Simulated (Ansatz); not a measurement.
`[CH3][Ti]([CH3])([OH])[OH]` and `[CH3][Ti]([OH])([OH])[OH]` differ in one atom or group.

Ansatz, PBE0-D4/def2-TZVP geometries, multiplicity 1. Each molecule was computed in one conformer, which needn't be the lowest.

Scalar relativity is left out up to krypton.

```csv
property,`[CH3][Ti]([CH3])([OH])[OH]`
HOMO energy (B3LYP/def2-TZVPP) / eV,-7.17
zero-point energy (PBE0-D4/def2-TZVP) / kJ/mol,246.7
"ideal-gas entropy at 298 K and 1 bar (rigid rotor, harmonic PBE0-D4/def2-TZVP) / J/(mol·K)",406
HOMO energy (PBE/def2-TZVPP) / eV,-5.96
LUMO energy (PBE/def2-TZVPP) / eV,-2.37
HOMO–LUMO gap (PBE0/def2-TZVPP) / eV,6.22
```

(1) What does the change do to each property? (Best estimate.)

## Answers

(1) Computed: 
```
                                                                                  property  `[CH3][Ti]([OH])([OH])[OH]`  shift
                                                       HOMO energy (B3LYP/def2-TZVPP) / eV                        -7.28  -0.11
                                            zero-point energy (PBE0-D4/def2-TZVP) / kJ/mol                        190.4  -56.3
ideal-gas entropy at 298 K and 1 bar (rigid rotor, harmonic PBE0-D4/def2-TZVP) / J/(mol·K)                          399     -7
                                                         HOMO energy (PBE/def2-TZVPP) / eV                        -6.06  -0.10
                                                         LUMO energy (PBE/def2-TZVPP) / eV                        -2.10   0.27
                                                      HOMO–LUMO gap (PBE0/def2-TZVPP) / eV                         6.53   0.31
```

With PBE0 the HOMO falls by 0.11 eV and the LUMO rises by 0.19 eV, so the gap widens by about 0.30 eV. PBE moves the HOMO by -0.10 eV and ωB97M-V by -0.08 eV. The zero-point energy changes by -56.3 kJ/mol with -6 modes.

Positive LUMOs are unbound, so they and the gaps depend on the basis.

B3LYP here is the variant with VWN-RPA as its local correlation; programs differ in this.
